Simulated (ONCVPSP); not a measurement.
# PBEsol ONCV dataset for arsenic (As), scalar-relativistic all-electron reference.

arsenic (As), optimised norm-conserving Vanderbilt (ONCV), made with ONCVPSP 4.0.1 (PBEsol, scalar-relativistic). Core [Ar], reference 3d10 4s2 4p3. Waves: 4s: rc 1.65 bohr, ncon 4, nbas 8, qcut 3.7 1/bohr, 1 projector; 4p: rc 2.00 bohr, ncon 4, nbas 7, qcut 4.7 1/bohr, 1 projector; 3d: rc 0.90 bohr, ncon 4, nbas 9, qcut 19.3 1/bohr, 2 projectors, debl 0.5 Ha. Local part: polynomial inside 0.90 bohr (lpopt 5, dvloc0 1 Ha). Core correction: none.

In the d channel the program set the typed energies aside and used -1.494, 0.250 Ha.

All-electron outer shells of the reference configuration (PBEsol, scalar-relativistic, ld1.x):

| shell | level (eV) | outermost node (bohr) | outermost maximum (bohr) |
| --- | --- | --- | --- |
| 3s | -189.91 | 0.25 | 0.52 |
| 3p | -133.47 | 0.22 | 0.52 |
| 3d | -40.64 | – | 0.47 |
| 4s | -14.50 | 0.73 | 1.61 |
| 4p | -5.20 | 0.78 | 1.97 |

What the tests gave:

- Cutoffs needed: 138 Ha and 155 Ha (the cutoffs (Ha) at which the residual kinetic energy of the hardest occupied pseudo-wave falls to 1 and 0.1 mHa per electron)
- Ghost test: ghosts flagged at negative energy: s at -111.6 eV; no localised positive-energy state flagged; a true bound ghost makes a file unfit for plane-wave use
- Largest excitation error: -15 meV (all-electron minus pseudo) for 3d10 4s2 4p0, out of 4 test configurations

Generation and tests took about 2.8 s on one core of a shared server CPU.
